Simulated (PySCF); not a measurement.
Numbering as in the mapped SMILES `[OH:1][c:2]1[cH:3][cH:4][c:5]([S-:6])[o:7]1` (H(Xn): hydrogen on atom n).

Geometry: GFN2-xTB; GIAO shifts from PySCF 2.14, gas phase, non-relativistic, averaged over equivalent atoms.

At PBE0/pcSseg-1 (141 basis functions, 17 s wall time on 1 thread of an Intel Xeon, shared host):
| atoms | δ (ppm) |
| --- | --- |
| O7 | 306.0 |
| O1 | 98.4 |
| C5 | 173.8 |
| C2 | 154.7 |
| C4 | 101.7 |
| C3 | 82.9 |
| H(C4) | 5.15 |
| H(C3) | 4.59 |
| H(O1) | 3.02 |

δ = σ(ref) − σ, references computed at the same level: ¹⁷O (336.08 ppm) against H2O; ¹³C (186.93 ppm), ¹H (31.72 ppm) vs TMS.

Problem. Estimate the result of repeating the calculation with LDA/aug-pcSseg-1.

Solution. 
```
atoms  δ at LDA/aug-pcSseg-1  change
   O7                  325.2   +19.2
   O1                  105.3    +6.9
   C5                  175.0    +1.2
   C2                  160.1    +5.4
   C4                  106.8    +5.1
   C3                   85.5    +2.6
H(C4)                   5.16   +0.01
H(C3)                   4.73   +0.14
H(O1)                   3.56   +0.54
```

References, each an isolated molecule treated in the same way: H2O for ¹⁷O (σref 331.67); ¹³C (σref 183.54) and ¹H (σref 31.21) vs TMS.

The largest change is at O7 (aromatic ring oxygen). Cost: 216 basis functions, 40 s wall time on 1 thread of an Intel Xeon, shared host. The order of the carbon signals is the same at both levels.

Unscaled 17O shifts of doubly bonded oxygen tend to come out too high, by tens of ppm or more. Experimental scales use liquid or dissolved standards, which lie at an offset from isolated H2O (liquid H2O: subtract about 36 ppm).
